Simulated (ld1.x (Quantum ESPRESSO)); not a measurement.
The numbers below are computed, except where a source is named.
# Potentials for nickel compared

Generated with ld1.x 7.5 (TM, RRKJ, ultrasoft, PAW), atompaw 4.2 or ONCVPSP 4.0.1. The cutoff is in Ry: for ld1.x and atompaw files where the sum of valence levels is converged to 10 mRy in a Bessel basis, for ONCV files where the hardest occupied wave has 1 mHa per electron of residual kinetic energy. The error is the largest all-electron minus pseudo excitation energy over each file’s own four to seven test configurations (ionisations up to +4, promotions, holes and added fractions of an electron), all of which were solved. The labels leave out finer settings (local radius, basis sizes, second energies), which also bear on the numbers. Spin-polarised tests are not counted. The rows are a selection from randomly drawn settings: files with unsolved tests, undetermined cutoffs or missed reference levels are left out.

A true bound ghost makes a file unfit for plane-wave use even where its test errors are small: the radial tests pick states by their node count and pass the ghost by.

```tsv
potential	cutoff (Ry)	largest error (meV)	bound ghosts
TM, LDA (PZ), scalar-relativistic, rc 1.60/3.15/1.30 (spd), local d, core correction yes, reference 3d8 4s1.75 4p0.25	140	-186	s, p
PAW, PW91, scalar-relativistic, rc 2.00/1.70/1.35 (spd), local smoothed, core correction yes, reference 3p6 3d9 4s1 4p0	60	-61	none
TM, PW91, scalar-relativistic, rc 1.50/2.10/0.95 (spd), local p, core correction yes, reference 3d8 4s1.5 4p0	230	-546	s
TM, BLYP, scalar-relativistic, rc 1.55/1.75/1.65 (spd), local s, core correction yes, reference 3d7 4s0 4p0	110	-1002	p
TM, PW91, scalar-relativistic, rc 2.35/2.10/1.35 (spd), local s, core correction yes, reference 3d8 4s1.75 4p0.25	140	-470	none
```

Question: Fill in the row for Ni: PAW, PW91, scalar-relativistic, rc 2.10/2.95/1.50 (spd), local smoothed, core correction yes, reference 3d8 4s1.5 4p0.5.

Answer: cutoff 50 Ry, largest error -1386 meV, bound ghosts: none.

Question: Fill in the row for Ni: ultrasoft, LDA (PZ), scalar-relativistic, rc 2.50/3.55/1.00 (spd), local smoothed, core correction yes, reference 3d8 4s2 4p0.

Answer: cutoff 140 Ry, largest error -1213 meV, bound ghosts: none.

Question: Fill in the row for Ni: TM, LDA (PZ), scalar-relativistic, rc 1.70/1.00/1.40 (spd), local p, core correction yes, reference 3p6 3d7 4s0 4p0.

Answer: cutoff 140 Ry, largest error +82 meV, bound ghosts: s.
